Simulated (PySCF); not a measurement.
Ta(O)(F)(OH)2 (FH2O3Ta), SMILES [Ta]([OH])([OH])([F])=[O], multiplicity 1. Coordinates come from a PBE-D3(BJ)/def2-SVP optimisation. The multiplicity is an assumed one; no other spin state was optimised. The structure was generated by enumeration; whether it is a known compound was not checked. The def2 effective core potentials stand for the cores of Ta; spin–orbit coupling is left out. The values are those of a single conformer.

Computed equilibrium geometry at PBE-D3(BJ)/def2-SVP (PySCF confirms it by a frequency run) as a Z-matrix, and its point group (one conformer of several):
point group Cs.
```
Ta
O 1 1.7389
F 1 1.9042 2 108.00
O 1 1.9157 2 107.59 3 120.94
H 4 0.9725 1 130.46 2 -0.95
O 1 1.9157 2 107.59 3 -120.94
H 6 0.9725 1 130.46 2 0.95
```
